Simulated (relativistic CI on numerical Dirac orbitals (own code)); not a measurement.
Calculated at this level of theory: Dirac-Coulomb-Breit CI, KLI orbitals optimised for each configuration, model QED (radiative potential, 1s self-energy scaled to tabulated hydrogen-like ionisation energies), unscaled Slater integrals (own radial code, finite nucleus).

Configuration list (outside the closed core [Ne]): 3s2, 3s.3p, 3p2, 3s.3d, 3d2, 3p.3d, 3p.4s, 3d.4s, 3s.4s, 3s.4p, 3s.4d, 3s.4f, 3s.5s, 3s.5p, 3s.5d, 4s2, 3s.5f, 3s.5g, 3s.6s, 3s.6p, 3s.6d. Levels of other configurations are missing.

At this charge energies of transitions that change n are usually good to better than 1 %, and those within a shell (Δn = 0) to a few per cent.

Outline of the computed level scheme of As XXII. Lowest level of each configuration: 3s2 1S_0 at 0.000 eV; 3s.3p 3P°_0 at 42.249 eV; 3p2 3P_0 at 101.426 eV; 3s.3d 3D_1 at 126.515 eV; 3p.3d 3F°_2 at 171.787 eV; 3d2 3F_2 at 255.520 eV; 3s.4s 3S_1 at 427.339 eV; 3s.4p 3P°_0 at 449.071 eV; 3s.4d 3D_1 at 478.871 eV.

Some strong electric-dipole decays among the lowest 44 levels: 3s.4d 3D_3 → 3s.3p 3P°_2 (1.8e+12 s⁻¹); 3s.4d 3D_2 → 3s.3p 3P°_1 (1.3e+12 s⁻¹); 3s.4p 1P°_1 → 3s2 1S_0 (1.0e+12 s⁻¹); 3s.4s 1S_0 → 3s.3p 1P°_1 (1.0e+12 s⁻¹); 3s.4d 3D_1 → 3s.3p 3P°_0 (9.9e+11 s⁻¹); 3s.4d 3D_1 → 3s.3p 3P°_1 (7.3e+11 s⁻¹); 3s.4s 3S_1 → 3s.3p 3P°_2 (6.6e+11 s⁻¹); 3s.4p 3P°_1 → 3s2 1S_0 (4.4e+11 s⁻¹).

LS names give the leading component of a level, which can be under half, so a name can repeat, a term be missing and a line seem to break the LS rules.
